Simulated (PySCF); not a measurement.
Si(Cl)(F)2(SH) (ClF₂HSSi), SMILES F[Si](F)(S)Cl. Geometry: r2SCAN-D4/def2-SVP. One conformer was computed; it need not be the lowest.

Method: r2SCAN-D4/def2-SVP (PySCF).

Harmonic wavenumbers (cm⁻¹): 97, 179, 202, 250, 294, 305, 490, 631, 750, 897, 984, 2690. Rotational constants (GHz): 2.885, 1.873, 1.600; symmetry number 1.

Question: Work out the zero-point energy and the ideal-gas rigid-rotor harmonic-oscillator thermochemistry at 298.15 K and 1 atm.

Answer: ZPE = ½ Σ hcν = ½ × 7767 cm⁻¹ = 11.10 kcal/mol. H − E(el) = 15.85 kcal/mol. Entropy in cal/(mol K): translation 40.60, rotation 28.01, vibration 14.13, total 82.74. G − E(el) = -8.82 kcal/mol. Cp = 22.60 cal/(mol K). Modes under 150 cm⁻¹ make the vibrational entropy uncertain.
